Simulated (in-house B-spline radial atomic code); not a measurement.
RPA and G0W0 for Br⁷⁺, [Ar] 3d10, as one setting changes: the share of exact exchange in the PBE hybrid start. A dash marks a level of low quasi-particle weight. Computed with an all-electron radial atomic-structure program (B-spline basis): all electrons, scalar-relativistic (spin-free one-electron X2C), finite nucleus, each spin shell either full or empty, empty states to l = 9 with an (l + 1/2)⁻⁴ tail; G0W0 by contour deformation at full frequency.

```json
{"share of exact exchange in the PBE hybrid start": "0", "mean-field level (eV)": "-175.88", "G0W0 level (eV)": "3d -193.37", "RPA correlation (Eh)": "-2.1471"}
{"share of exact exchange in the PBE hybrid start": "0.1", "mean-field level (eV)": "?", "G0W0 level (eV)": "?", "RPA correlation (Eh)": "?"}
{"share of exact exchange in the PBE hybrid start": "0.2", "mean-field level (eV)": "-180.01", "G0W0 level (eV)": "3d -193.42", "RPA correlation (Eh)": "-2.1139"}
{"share of exact exchange in the PBE hybrid start": "0.3", "mean-field level (eV)": "-182.08", "G0W0 level (eV)": "3d -193.43", "RPA correlation (Eh)": "-2.0979"}
{"share of exact exchange in the PBE hybrid start": "0.4", "mean-field level (eV)": "-184.15", "G0W0 level (eV)": "3d -193.43", "RPA correlation (Eh)": "-2.0822"}
{"share of exact exchange in the PBE hybrid start": "0.5", "mean-field level (eV)": "-186.23", "G0W0 level (eV)": "3d -193.43", "RPA correlation (Eh)": "-2.0668"}
{"share of exact exchange in the PBE hybrid start": "0.6", "mean-field level (eV)": "-188.31", "G0W0 level (eV)": "3d -193.42", "RPA correlation (Eh)": "-2.0518"}
{"share of exact exchange in the PBE hybrid start": "0.7", "mean-field level (eV)": "-190.39", "G0W0 level (eV)": "3d -193.41", "RPA correlation (Eh)": "-2.0371"}
{"share of exact exchange in the PBE hybrid start": "0.8", "mean-field level (eV)": "?", "G0W0 level (eV)": "?", "RPA correlation (Eh)": "?"}
{"share of exact exchange in the PBE hybrid start": "0.9", "mean-field level (eV)": "-194.57", "G0W0 level (eV)": "3d -193.37", "RPA correlation (Eh)": "-2.0086"}
{"share of exact exchange in the PBE hybrid start": "1", "mean-field level (eV)": "-196.67", "G0W0 level (eV)": "3d -193.34", "RPA correlation (Eh)": "-1.9948"}
```

(1) What belongs in the row for 0.1?

(2) What belongs in the row for 0.8?

(3) At what share of exact exchange does G0W0 leave the highest level unchanged?

Results:

(1) mean-field level (eV): -177.94; G0W0 level (eV): 3d -193.40; RPA correlation (Eh): -2.1303.

(2) mean-field level (eV): -192.48; G0W0 level (eV): 3d -193.39; RPA correlation (Eh): -2.0227.

(3) Near 0.84, where the shift changes sign (-0.907 eV at 0.8, +1.207 eV at 0.9).
